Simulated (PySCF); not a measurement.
AlH2Cl, SMILES [AlH2][Cl]. Atoms are numbered in the order given.

```xyz
4

Al     0.0000     0.0000     1.0735
H      0.0000    -1.3914     1.7993
H      0.0000     1.3914     1.7993
Cl     0.0000     0.0000    -1.0326
```

Geometry: B3LYP-D3(BJ)/def2-TZVP.

Calculation: PBE0/pcJ-1 in PySCF.

Isotropic couplings with Fermi-contact, spin-dipole and both spin-orbit terms, one fixed conformer, no vibrational averaging. Isotopes: 1H.

Question: Estimate the spin–spin coupling constants. (An estimate is asked for; the answer gives what the named calculation found.)

Answer: 
```json
[
 {"pair": "H2–H3", "bonds apart": "2", "J (Hz)": "55.3"}
]
```
